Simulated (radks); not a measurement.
All-electron atom: Cu24+ in [He] 2s2 2p1 (the NIST ground configuration).

All-electron calculation, scalar-relativistic Kohn-Sham, exchange-only LDA, spin-polarised, spherical densities, point nucleus; open shells are filled with parallel spins first. Program: a radial shooting solver on a logarithmic mesh with Libxc functionals.

Energy parts (hartree):
part                   energy
total             -1099.55234
kinetic            1122.10651
electron-nucleus  -2289.85127
Hartree              92.19314
exchange            -24.00072

Orbitals (lengths in bohr, moments of r in powers of bohr; r(90%) holds 90 % of the orbital's charge):
1s up: occ. 1; eigenvalue (hartree) -381.7882; <r^4> 0.00003359; r(90%) 0.0927; <r> 0.05197
1s down: occ. 1; eigenvalue (hartree) -381.4713; <r^4> 0.00003347; r(90%) 0.0927; <r> 0.05193
2s up: occ. 1; eigenvalue (hartree) -85.30728; <r^4> 0.005084; r(90%) 0.333; <r> 0.2175
2s down: occ. 1; eigenvalue (hartree) -84.76772; <r^4> 0.005146; r(90%) 0.334; <r> 0.2181
2p up: occ. 1; eigenvalue (hartree) -82.02496; <r^4> 0.003339; r(90%) 0.300; <r> 0.1863
2p down: occ. 0; eigenvalue (hartree) -81.37021; <r^4> 0.003395; r(90%) 0.301; <r> 0.1870

The highest occupied level is 2p up at -2232.0 eV. For comparison, the ionisation energy in NIST's Atomic Spectra Database is 2307 eV (semi-empirical). In exact Kohn-Sham theory the highest level is minus the ionisation energy, but local and semilocal functionals leave it too shallow, through self-interaction and a potential that decays too fast; potentials with the right tail come closer. Spin moment in Bohr magnetons: 1.
